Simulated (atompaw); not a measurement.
# Before and after: PAW (atompaw) potential for Hf (Z = 72)

* Element: hafnium
* Generator: atompaw 4.2.0.5
* Type: PAW
* Functional: PBE
* Relativity: scalar-relativistic
* Frozen core: [Kr] 4d10
* Valence charge: 26
* Reference configuration: 4f14 5s2 5p6 5d2 6s2 6p0
* Partial waves: 5s (bound); 6s (bound); 5p (bound); 6p (bound, empty); 5d (bound); 5d channel at 3.95 Ry; 4f (bound); 4f channel at -0.8 Ry
* Local potential: bessel scheme, radius 1.55 bohr
* Core correction: smooth core density matched at 2.00 bohr
* Augmentation charge: sinc compensation charge, radius 1.85 bohr; PAW radius 2.10 bohr; waves and projectors: bloechl

Change: all radii scaled by about 1.08 (s 1.66, p 1.72, d 2.26, f 0.76 bohr); local potential bessel scheme, radius 1.66 bohr; augmentation sinc compensation charge, radius 1.98 bohr; PAW radius 2.26 bohr; waves and projectors: bloechl; core correction smooth core density matched at 2.14 bohr.

Cutoffs: the cutoffs (Ry, on a coarse ladder) from which the occupation-weighted sum of valence levels, in a spherical-Bessel basis at the reference potential, stays within 10 and 1 mRy of its value at 400 Ry; they do not see the model core or the augmentation charge, which bear on the density cutoff.

Q: What does the change do?

A: The potential gets softer (70 Ry and 80 Ry → 55 Ry and 70 Ry); neither file shows a bound ghost. A larger radius leaves more room for a smooth pseudo-wave, so fewer plane waves are needed.

```tsv
quantity	base	changed
cutoff, loose	70 Ry	55 Ry
cutoff, tight	80 Ry	70 Ry
loose cutoff by channel (10 mRy a level)	s 18 Ry, p 21 Ry, d 18 Ry, f 45 Ry	s 18 Ry, p 21 Ry, d 18 Ry, f 40 Ry
bound ghosts	none	none
lowest overlap eigenvalue by channel	s 0.41, p 0.62, d 0.86, f 1.00	s 0.43, p 0.64, d 0.88, f 0.93
```

 The cutoffs see the waves, projectors and local potential, not the compensation charge or the core.
